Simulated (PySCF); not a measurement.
Members of one series of related molecules.

All values: PBE0/pcSseg-1 (PySCF) at GFN2-xTB geometries, gas phase, one conformer each.

(1) Rank by LUMO energy, lowest first.
A. `C[SiH2]C#C[C@@H]1[SiH2]C[Si@@H]1C`
B. `CC#C[C@@H]1[SiH2]C[Si@@H]1SC`
C. `CC#C[C@@H]1[Si@H](C)C[Si@@H]1F`
D. `CC#C[C@@H]1[SiH2]C[Si@@H]1CC`

(2) Rank by the highest IAO charge on any atom, lowest value first.
A. `CC#C[C@@H]1[Si@H](C)C[Si@@H]1F`
B. `CC#C[C@@H]1[SiH2]C[Si@@H]1SC`
C. `CC#C[C@@H]1[SiH2]C[Si@@H]1CC`
D. `C[Si@@H]1C[SiH2][C@H]1C#C[SiH3]`

(3) Rank by HOMO–LUMO gap, highest first.
A. `[SiH2]1C[Si@@H](C)[C@@H]1C#C[SiH3]`
B. `CC#C[C@@H]1[SiH2]C[Si@@H]1SC`
C. `CC#C[C@@H]1[SiH2]C[Si@@H]1CC`
D. `C(#C[C@@H]1[Si@@H](C[Si@@H]1F)C)C`

Answers

(1) B (-0.29 eV), A (-0.11 eV), D (0.08 eV), C (0.33 eV).

(2) B (+0.837 e), C (+0.918 e), D (+0.943 e), A (+1.225 e).

(3) D (6.86 eV), A (6.69 eV), C (6.50 eV), B (6.12 eV).

All values together:

| SMILES | formula | μ (D) | HOMO (eV) | LUMO (eV) | lowest IAO charge (e) | highest IAO charge (e) | lowest Hirshfeld charge (e) | highest Hirshfeld charge (e) |
| --- | --- | --- | --- | --- | --- | --- | --- | --- |
| CC#C[C@@H]1[SiH2]C[Si@@H]1SC | C6H12SSi2 | 1.14 | -6.41 | -0.29 | -0.833 (C) | +0.837 (Si) | -0.255 (C) | +0.358 (Si) |
| C[SiH2]C#C[C@@H]1[SiH2]C[Si@@H]1C | C6H14Si3 | 2.21 | -6.79 | -0.11 | -0.838 (C) | +0.936 (Si) | -0.258 (C) | +0.393 (Si) |
| C[Si@@H]1C[SiH2][C@H]1C#C[SiH3] | C5H12Si3 | 2.70 | -6.81 | -0.12 | -0.841 (C) | +0.943 (Si) | -0.259 (C) | +0.396 (Si) |
| CC#C[C@@H]1[Si@H](C)C[Si@@H]1F | C6H11FSi2 | 1.54 | -6.53 | 0.33 | -0.865 (C) | +1.225 (Si) | -0.264 (C) | +0.451 (Si) |
| CC#C[C@@H]1[SiH2]C[Si@@H]1CC | C7H14Si2 | 0.73 | -6.42 | 0.08 | -0.838 (C) | +0.918 (Si) | -0.260 (C) | +0.381 (Si) |

Conformers: `[CH3:1][C:2]#[C:3][C@@H:4]1[SiH2:5][CH2:6][Si@@H:7]1[S:8][CH3:9]` with C6–Si7–S8–C9 -167°, C3–C4–Si5–C6 -129°, C4–Si5–C6–Si7 7°, Si5–C6–Si7–S8 108°, C3–C4–Si7–C6 128°; `[CH3:1][SiH2:2][C:3]#[C:4][C@@H:5]1[SiH2:6][CH2:7][Si@@H:8]1[CH3:9]` with C4–C5–Si6–C7 -128°, C5–Si6–C7–Si8 8°, Si6–C7–Si8–C9 105°, C4–C5–Si8–C7 128°; `[CH3:1][C:2]#[C:3][C@@H:4]1[Si@H:5]([CH3:6])[CH2:7][Si@@H:8]1[F:9]` with C3–C4–Si5–C6 -19°, C4–Si5–C7–Si8 12°, Si5–C7–Si8–F9 99°, C3–C4–Si8–C7 134°; `[CH3:1][C:2]#[C:3][C@@H:4]1[SiH2:5][CH2:6][Si@@H:7]1[CH2:8][CH3:9]` with C6–Si7–C8–C9 -171°, C3–C4–Si5–C6 -128°, C4–Si5–C6–Si7 7°, Si5–C6–Si7–C8 108°, C3–C4–Si7–C6 127°.
